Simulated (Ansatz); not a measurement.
Start from `CN[Si](Cl)(Cl)Cl` and change one atom or group to get `FB[Si](Cl)(Cl)Cl`.

Ansatz, PBE0-D4/def2-TZVP geometries, multiplicity 1. Each molecule was computed in one conformer, which needn't be the lowest.

```csv
property,`CN[Si](Cl)(Cl)Cl`
HOMO energy (ωB97M-V/def2-TZVPP) / eV,-9.96
HOMO energy (PBE0/def2-TZVPP) / eV,-7.64
"ideal-gas entropy at 298 K and 1 bar (rigid rotor, harmonic PBE0-D4/def2-TZVP) / J/(mol·K)",396
HOMO–LUMO gap (PBE0/def2-TZVPP) / eV,7.95
HOMO–LUMO gap (B3LYP/def2-TZVPP) / eV,7.42
size of the dipole moment (B3LYP/def2-TZVPP) / D,2.56
```

Task: What does the change do to each property? (Best estimate.)

Result: Ansatz gave: 
```tsv
property	`FB[Si](Cl)(Cl)Cl`	shift
HOMO energy (ωB97M-V/def2-TZVPP) / eV	-10.69	-0.73
HOMO energy (PBE0/def2-TZVPP) / eV	-8.58	-0.94
ideal-gas entropy at 298 K and 1 bar (rigid rotor, harmonic PBE0-D4/def2-TZVP) / J/(mol·K)	393	-3
HOMO–LUMO gap (PBE0/def2-TZVPP) / eV	6.18	-1.77
HOMO–LUMO gap (B3LYP/def2-TZVPP) / eV	5.80	-1.62
size of the dipole moment (B3LYP/def2-TZVPP) / D	1.03	-1.53
```

With PBE0 the HOMO falls by 0.94 eV and the LUMO falls by 2.70 eV, so the gap narrows by about 1.76 eV. PBE moves the HOMO by -1.02 eV and ωB97M-V by -0.73 eV. The zero-point energy changes by -103.2 kJ/mol with -9 modes. Dipoles are sizes alone; their direction can turn. Modes under 60 cm⁻¹, often nearly free rotors, make the harmonic entropy too high.

B3LYP here is the variant with VWN-RPA as its local correlation; programs differ in this.
